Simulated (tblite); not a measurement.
Compound: C3H10FNSi2.
Cartesian coordinates in Å at the GFN2-xTB level; atoms count from 1:
```xyz
17
C3H10FNSi2 angstrom
C      2.870    0.048    0.064
C      1.425    0.396    0.225
C      0.434   -0.393   -0.166
N     -0.931   -0.134   -0.061
Si    -1.476    1.475    0.386
Si    -1.967   -1.482   -0.396
F     -3.474   -1.025   -0.093
H      3.360   -0.015    1.036
H      2.985   -0.905   -0.446
H      3.385    0.817   -0.513
H      1.219    1.348    0.693
H      0.667   -1.351   -0.615
H     -2.916    1.503    0.183
H     -1.132    1.722    1.790
H     -0.798    2.420   -0.505
H     -1.948   -1.827   -1.812
H     -1.710   -2.584    0.520
```

Level: GFN2-xTB in tblite, geometry and Hessian alike; calculated harmonic values, unscaled, isolated species. This tight-binding method is rough: wavenumbers can miss measured ones by several per cent, in bad cases by 10 to 20. Modes of hydrogen on silicon can be 10 to 20 % off. One conformer, not necessarily the lowest.

Harmonic wavenumbers (cm⁻¹): 26.5, 46.3, 126.7, 139.4, 147.0, 170.9, 204.5, 245.7, 322.4, 336.5, 436.7, 540.3, 573.9, 577.1, 585.1, 651.6, 714.4, 742.9, 779.1, 781.8, 787.0, 802.4, 846.4, 968.3, 988.5, 1005.9, 1038.0, 1135.9, 1206.5, 1268.2, 1337.3, 1405.9, 1482.7, 1493.8, 1728.3, 2221.0, 2238.1, 2298.0, 2328.0, 2336.9, 2984.4, 3003.4, 3022.7, 3036.5, 3077.8.

A = 2999, B = 976.9, C = 755.3 MHz; mass 135.034 u (most abundant isotopes); point group C1, symmetry number 1.

**Question.** What is the zero-point energy?

**Answer.** ½Σν̃ = 26095 cm⁻¹ = 312.17 kJ/mol.

**Question.** What is S at 400 K and 1 bar for an ideal gas of classical rigid rotors and harmonic oscillators?

**Answer.** Translation 176.14, rotation 126.53, vibration 186.56: S = 489.2 J/(mol K).

**Question.** And Cp and H(400 K) − H(0)?

**Answer.** Cp = 205.81 J/(mol K), of which vibrations give 172.55 (their classical limit is 45 R = 374.2); H(400 K) − H(0) = 50.33 kJ/mol without the zero-point energy, 37.03 from vibrations.

**Question.** What must be added to the electronic energy to get the Gibbs energy at 400 K and 1 bar?

**Answer.** ZPE + [H(400 K) − H(0)] − T·S = 312.17 + 50.33 − 195.69 = 166.81 kJ/mol.

**Question.** Blend soft modes into free rotors: weight 1/[1 + (100 cm⁻¹/ν̃)⁴] for the oscillator and the rest for a rotor with moment μB/(μ + B), μ = h/(8π²ν), B = 10⁻⁴⁴ kg m². What vibrational entropy results?

**Answer.** 169.05 J/(mol K) in place of 186.56, which changes −T·S at 400 K by +7.00 kJ/mol.

**Question.** Which modes carry the vibrational entropy at 400 K?

**Answer.** 26.5 cm⁻¹: 27.86; 46.3 cm⁻¹: 23.23; 126.7 cm⁻¹: 14.92; 139.4 cm⁻¹: 14.14; 147.0 cm⁻¹: 13.71; 170.9 cm⁻¹: 12.49 J/(mol K); the other 39 give 80.21 together.

**Question.** How do the functions run with temperature in this model?

**Answer.** 
| T (K) | S (J/(mol K)) | Cp (J/(mol K)) | H − H(0) (kJ/mol) | G − H(0) (kJ/mol) | ln q(vib) |
| --- | --- | --- | --- | --- | --- |
| 150 | 341.7 | 106.5 | 10.68 | -40.57 | 4.05 |
| 250 | 406.1 | 149.6 | 23.48 | -78.05 | 7.03 |
| 298.15 | 434.2 | 169.3 | 31.17 | -98.28 | 8.42 |
| 600 | 583.3 | 258.4 | 97.11 | -252.89 | 16.67 |
| 900 | 698.4 | 308.5 | 182.77 | -445.81 | 23.93 |

q(vib) and H(0) count from the zero-point level.

Hindered rotation and anharmonicity are outside this model. Other conformers, if any are populated, would add a mixing term that is left out. The structure is chiral; the term R ln 2 for an equal mix with its mirror image is left out.
